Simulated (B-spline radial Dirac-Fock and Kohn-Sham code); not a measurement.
## Tm: input and output of one calculation

ΔSCF core binding energies without Breit or QED terms, calculated with a B-spline atomic structure program. Keys: rel is the Hamiltonian (dirac, or spin-free x2c and nr, where L3 and M5 stand for the whole 2p and 3d shells), method is hf or an exchange,correlation pair (spin-unpolarised, also for the hole states), nuc the nuclear model, radius_factor scales its radius, rmax is the box in bohr, h the logarithmic mesh step, order the B-spline order, points the quadrature points per cell, c_factor scales the speed of light, and damp, ndamp, maxit and tol steer the iteration. The run stops when the commutator error falls below 10·tol·max(1, Z/10), or the numerical noise floor, and the energy has settled to about 1e-8 Ha; the virial ratio is −V/T.

Input (task.json):

```json
{"items": [{"Z": 69, "q": 0, "cfg": [[1, 0, 2], [2, 0, 2], [2, 1, 6], [3, 0, 2], [3, 1, 6], [3, 2, 10], [4, 0, 2], [4, 1, 6], [4, 2, 10], [4, 3, 13], [5, 0, 2], [5, 1, 6], [6, 0, 2]], "A": 169, "rrms": 5.2256, "do": "settings", "holes": ["K", "L3", "M5"],
  "settings": [{"rel": "dirac", "method": "hf", "nuc": "fermi", "radius_factor": 1.0, "rmax": 45.0, "h": 0.3, "order": 8, "points": 10, "c_factor": 1.0, "maxit": 75, "damp": 0.5, "ndamp": 3, "tol": 1e-14}]}]}
```

Command: `python xray2_run.py task.json out`

Ground-state iterations:

```
iter   energy (Ha)        error
   1   -13573.37126132  2.17e+00
   2   -13540.01804949  7.94e-01
   3   -13563.69801691  7.98e-01
   4   -13573.93345523  1.48e-01
   5   -13574.08227346  1.33e-01
   6   -13574.25412787  4.05e-02
   7   -13574.29011295  9.32e-03
   8   -13574.29158943  2.64e-03
   9   -13574.29175211  2.04e-04
  10   -13574.29175614  4.20e-05
  11   -13574.29175628  6.35e-06
  12   -13574.29175628  7.40e-07
  13   -13574.29175628  9.25e-08
```

The ground state converged in 13 iterations, with total energy -13574.29176 Ha, virial ratio 1.90347 and highest orbital energy -5.29 eV. ΔSCF binding energies: K (1s) 59662.9 eV, L3 (2p3/2) 8669.2 eV, M5 (3d5/2) 1469.8 eV.

One setting is outside the advised range (tolerance below the noise), but here it does no visible harm: the result matches the run with default settings.
